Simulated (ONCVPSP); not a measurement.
## potassium: one change to an ONCV potential, before and after

* Element: K
* Generator: ONCVPSP 4.0.1
* Type: optimised norm-conserving Vanderbilt (ONCV)
* Functional: PBE
* Relativity: scalar-relativistic
* Frozen core: [Ne]
* Valence charge: 9
* Reference configuration: 3s2 3p6 (charge +1)
* Partial waves: 3s: rc 1.65 bohr, ncon 3, nbas 6, qcut 8.8 1/bohr, 2 projectors, debl 0.4 Ha; 3p: rc 2.10 bohr, ncon 4, nbas 8, qcut 6.8 1/bohr, 2 projectors, debl 2.9 Ha; d scattering state at 0.14 Ha: rc 2.25 bohr, ncon 4, nbas 8, qcut 4.2 1/bohr, 2 projectors, debl 3.7 Ha
* Local potential: polynomial inside 1.20 bohr (lpopt 4, dvloc0 -1 Ha)
* Core correction: polynomial model core, fcfact 0.2

In the s channel the program set the typed energies aside and used -1.523, 0.250 Ha. In the d channel the program set the typed energies aside and used 0.050, 3.750 Ha.

Change: all radii but the core radius scaled by about 1.07 (s 1.76, p 2.24, d 2.40 bohr); local potential polynomial inside 1.28 bohr (lpopt 4, dvloc0 -1 Ha). In the s channel the program set the typed energies aside and used -1.523, 0.250 Ha. In the d channel the program set the typed energies aside and used -0.140, 3.560 Ha.

Cutoffs: the cutoffs (Ha) at which the residual kinetic energy of the hardest occupied pseudo-wave falls to 1 and 0.1 mHa per electron; they do not see the model core or the augmentation charge, which bear on the density cutoff. Errors are all-electron minus pseudo energies relative to the spin-unpolarised reference configuration.

Problem. What does the change do?

Solution. The potential gets softer (21 Ha and 26 Ha → 19 Ha and 23 Ha); of the 4 tests that both files solve, the error grows in 0 and shrinks in 1 by more than 15 % and 0.3 meV (median size 0.1 → 0.1 meV); neither file shows a bound ghost. A larger radius leaves more room for a smooth pseudo-wave, so fewer plane waves are needed.

```tsv
quantity	base	changed
cutoff, loose	21 Ha	19 Ha
cutoff, tight	26 Ha	23 Ha
loose cutoff by channel	s 21 Ha, p 12 Ha	s 19 Ha, p 12 Ha
bound ghosts	none	none
GHOST(+) flags under 300 eV	none	none
error for 3s2 3p6 4s1, meV [ΔE -4.31 eV]	+0.1	+0.1
error for 3s2 3p6 4s0.5, meV [ΔE -2.67 eV]	+0.1	0.0
error for 3s2 3p6 4p1, meV [ΔE -2.76 eV]	+0.2	+0.2
error for 3s2 3p6 3d1, meV [ΔE -1.86 eV]	+3.6	+0.2
rms error of d²Exc/dni dnj with the model core, mHa	0.31	0.34
```

Base: The cutoffs count occupied waves only; projector 2 of the d channel, the hardest unoccupied one, needs 61 Ha at the loose tolerance. Changed file: The cutoffs count occupied waves only; projector 2 of the d channel, the hardest unoccupied one, needs 54 Ha at the loose tolerance.
